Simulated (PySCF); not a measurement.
Species: SnHMe3, C₃H₁₀Sn.
Geometry (PBE0-D3(BJ)/def2-SVP, Å), atoms numbered from 1 in this order:
```
atom  x, y, z in Å
Sn1    0.0023   -0.0027    0.5752
H2     0.0209   -0.0021    2.3002
C3     2.0289   -0.0131   -0.1582
H4     2.5852    0.8488    0.2369
H5     2.0301    0.0412   -1.2567
H6     2.5436   -0.9347    0.1491
C7    -1.0088    1.7639   -0.1336
H8    -2.0535    1.7730    0.2090
H9    -0.9990    1.7853   -1.2331
H10   -0.5087    2.6690    0.2402
C11   -1.0286   -1.7602   -0.1271
H12   -2.0711   -1.7597    0.2225
H13   -0.5340   -2.6685    0.2455
H14   -1.0269   -1.7842   -1.2267
```

Computed with PBE0-D3(BJ)/def2-SVP geometry optimisation, gas phase, def2 core potentials past Kr (PySCF 2.14.0).

Q: Which atoms are bound to Sn1, and at what distances?

A: 4 atoms: H2 1.725 Å, C3 2.155 Å, C11 2.155 Å, C7 2.155 Å. The nearest atom not counted as bound is H9, at 2.73 Å (others tie with it).

Q: List the angles at Sn1.

A: 
```csv
angle,degrees,distance of the outer atoms (Å)
C7–Sn1–C11,109.7,3.52
C3–Sn1–C11,109.6,3.52
H2–Sn1–C7,109.5,3.18
C3–Sn1–C7,109.5,3.52
H2–Sn1–C11,109.3,3.18
H2–Sn1–C3,109.3,3.17
```

Q: What is the shape at Sn1?

A: Tetrahedral: angles from 109.3° to 109.7°; τ4 = (360° − α − β)/141° = 1.00 with α and β the two widest (0 for a square, 1 for a tetrahedron).

Q: What are the other bond lengths?

A: C3–H4 and 8 like bonds 1.100 Å.

Charge 0, singlet. No frequency check.
